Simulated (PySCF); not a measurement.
BH₃N, SMILES [BH]N (connectivity only; charge and spin as stated), charge +1, multiplicity 1. Atoms are numbered in the order given.

```xyz
5

B      0.0000     0.0000     0.7861
N      0.0000     0.0000    -0.5289
H      0.0000     0.0000     1.9563
H      0.0000    -0.8529    -1.0922
H      0.0000     0.8529    -1.0922
```
Charge +1, spin multiplicity 1.

Geometry optimised at TPSSh-D3(BJ)/def2-TZVP. The multiplicity is an assumed one; other spin states were not compared. The isomer is the one that the SMILES or the coordinates give; other isomers of the formula were not compared.

Two levels are set side by side: PBE/pcSseg-2 (PySCF) and HF/pcSseg-2 (PySCF). GIAO shifts against BF3 (¹¹B), NH3 (¹⁵N), TMS (¹H) at the same level; non-relativistic, no solvent, atoms listed together averaged. Differences are taken from unrounded values.

```csv
quantity,HF,PBE,PBE minus HF
δ(¹¹B) of B1 (ppm),45.9,44.9,-1.0
δ(¹⁵N) of N2 (ppm),77.9,95.9,18.0
δ(¹H) of H3 (ppm),5.89,5.86,-0.03
"δ(¹H) of H4, H5 (ppm)",7.03,6.75,-0.28
```

Rough cost on one machine, each run with all the roots and properties that it gave: HF against PBE within a factor of 2.
